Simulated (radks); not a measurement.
Gd I, 64 electrons, occupied as [Xe] 4f7 5d1 6s2. All-electron calculation, scalar-relativistic Kohn-Sham, PBEsol, spin-polarised, spherical densities, finite nucleus; open shells are filled with parallel spins first (spin-orbit coupling, left out, can overturn this in heavy ions); Fermi nuclear charge, rms radius 5.1569 fm. Program: a radial shooting solver on a logarithmic mesh with Libxc functionals.

Unscreened Slater integrals over Kohn-Sham orbitals (hartree). They are taken over the spin-up orbitals.

F0(5d,5d): 0.33555
F2(5d,5d): 0.16480
F4(5d,5d): 0.10575
F0(5d,6s): 0.26299
G2(5d,6s): 0.086558
F0(5d,4f): 0.44717
F2(5d,4f): 0.10138
F4(5d,4f): 0.048395
G1(5d,4f): 0.049191
G3(5d,4f): 0.038229
G5(5d,4f): 0.028729
F0(5d,5p): 0.41310
F2(5d,5p): 0.18167
G1(5d,5p): 0.20369
G3(5d,5p): 0.12411
F0(6s,6s): 0.23138
F0(6s,4f): 0.30260
G3(6s,4f): 0.0097908
F0(6s,5p): 0.29009
G1(6s,5p): 0.020373
F0(4f,4f): 1.0941
F2(4f,4f): 0.51377
F4(4f,4f): 0.32113
F6(4f,4f): 0.23069
F0(4f,5p): 0.69655
F2(4f,5p): 0.24197
G2(4f,5p): 0.12808
G4(4f,5p): 0.098405
F0(5p,5p): 0.58117
F2(5p,5p): 0.31202

Derived for the open shells (J is the average intra-shell exchange parameter used in DFT+U). 4f: F4/F2 = 0.625, F6/F2 = 0.449, J = (286 F2 + 195 F4 + 250 F6)/6435 = 0.04153 hartree. 5d: Racah B = F2/49 - 5 F4/441 = 0.002164 hartree, C = 35 F4/441 = 0.008393 hartree, C/B = 3.88, F4/F2 = 0.642, J = (F2 + F4)/14 = 0.01933 hartree.
